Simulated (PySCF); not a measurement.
Dipole response of Ar²⁺ (argon, charge +2)

[Ne] 3s2 3p4, high-spin 3P determinant. All numbers are calculated (PySCF 2.14, scalar relativity by spin-free X2C-1e, in aug-cc-pVDZ-DK). Coupled (time-dependent) response in atomic units; α is the mean over directions. A double-zeta set is small for polarisabilities.

```json
{"method": "UHF", "mean α (bohr³)": "4.710", "α xx, yy, zz": "4.772, 4.586, 4.772", "C₆ (like pair)": "16.81", "S(−4)": "5.104"}
{"method": "PBE", "mean α (bohr³)": "4.722", "α xx, yy, zz": "4.751, 4.663, 4.751", "C₆ (like pair)": "16.82", "S(−4)": "5.122"}
{"method": "PBE0", "mean α (bohr³)": "4.699", "α xx, yy, zz": "4.738, 4.621, 4.738", "C₆ (like pair)": "16.72", "S(−4)": "5.058"}
{"method": "r2SCANh", "mean α (bohr³)": "4.727", "α xx, yy, zz": "4.780, 4.620, 4.780", "C₆ (like pair)": "17.20", "S(−4)": "5.015"}
{"method": "B3LYP", "mean α (bohr³)": "4.695", "α xx, yy, zz": "4.730, 4.625, 4.730", "C₆ (like pair)": "16.69", "S(−4)": "5.044"}
```

S(−4) is the Cauchy moment in α(ω) = α(0) + S(−4) ω² + …

α(iu) at B3LYP:

```json
{"u (hartree)": "0", "α(iu) (bohr³)": "4.695"}
{"u (hartree)": "0.0500", "α(iu) (bohr³)": "4.683"}
{"u (hartree)": "0.100", "α(iu) (bohr³)": "4.646"}
{"u (hartree)": "0.200", "α(iu) (bohr³)": "4.504"}
{"u (hartree)": "0.300", "α(iu) (bohr³)": "4.289"}
{"u (hartree)": "0.500", "α(iu) (bohr³)": "3.735"}
{"u (hartree)": "0.750", "α(iu) (bohr³)": "3.001"}
{"u (hartree)": "1.00", "α(iu) (bohr³)": "2.366"}
{"u (hartree)": "1.50", "α(iu) (bohr³)": "1.488"}
{"u (hartree)": "2.00", "α(iu) (bohr³)": "0.9856"}
{"u (hartree)": "3.00", "α(iu) (bohr³)": "0.5068"}
{"u (hartree)": "5.00", "α(iu) (bohr³)": "0.2022"}
```

For an ion, C₆ is the dispersion term alone; charge-induced terms of lower order in 1/R come first.

The components differ because the open shell of this determinant is not spherical; for a pure term their mean is the scalar polarisability.
